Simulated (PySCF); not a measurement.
ClF3Sn. Atoms are numbered in the order given.

```xyz
5

F     -1.5442    -0.8916     0.9182
Sn     0.0000     0.0000     0.2162
F      1.5442    -0.8916     0.9182
F      0.0000     1.7831     0.9182
Cl     0.0000     0.0000    -2.0941
```

Geometry: B3LYP-D3(BJ)/def2-SVP. The def2 effective core potentials stand for the cores of Sn; spin–orbit coupling is left out.

Computed with M06-2X/def2-TZVP (PySCF).

ESP charges are fitted to the potential on shells at 1.4 to 2.0 van der Waals radii. Atomic charges (e):

| atom | Mulliken | Löwdin | ESP fit |
|---|---|---|---|
| F1 | -0.48 | -0.24 | -0.30 |
| Sn2 | 1.69 | 0.62 | 1.03 |
| F3 | -0.48 | -0.24 | -0.30 |
| F4 | -0.48 | -0.24 | -0.30 |
| Cl5 | -0.26 | 0.11 | -0.13 |
